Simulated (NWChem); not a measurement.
# C₄H₅F; SMILES C1C=C[C@@H]1F

```xyz
10

F      0.0393     1.7107     0.2577
C      0.0346     0.5145    -0.4452
C      1.0454    -0.5278    -0.0247
C      0.1030    -1.4416     0.2494
C     -1.0687    -0.5108    -0.0199
H      0.0326     0.7630    -1.5137
H      2.1311    -0.5295    -0.0152
H      0.1416    -2.4917     0.5266
H     -1.7873    -0.8107    -0.7931
H     -1.6129    -0.1799     0.8707
```
Atoms are numbered in this order, from 1.

Computed with NWChem. Pople sets run with spherical d functions. Geometry: optimised at B3LYP/6-31G* (spherical d). Level: PBE0/6-31+G*; the question gives the wavelength of the field.

Estimate the computed values for field static. Quantities: isotropic polarisability (bohr³); anisotropy (bohr³).


```yaml
isotropic polarisability (bohr³): 44.1
anisotropy (bohr³): 13.9
```
